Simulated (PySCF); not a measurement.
A structure optimised at PBE-D3(BJ)/def2-SVP, used in a PySCF frequency run:

```xyz
9

O     -1.5616     0.9760     0.0000
Si    -0.0004     0.4235     0.0000
F      0.8093     1.0133     1.2917
F      0.8093     1.0133    -1.2917
Si    -0.0217    -1.9076     0.0000
H     -1.6968     1.9411     0.0000
H     -0.7309    -2.4009    -1.2293
H      1.3942    -2.4107     0.0000
H     -0.7309    -2.4009     1.2293
```
Charge 0, spin multiplicity 1.

**Question.** Write its SMILES, formula and point group.

**Answer.** O[Si](F)(F)[SiH3], F2H4OSi2, Cs

**Question.** What are its rotational constants (standard atomic weights)?

**Answer.** 3.7156, 2.0300, 2.0049 GHz
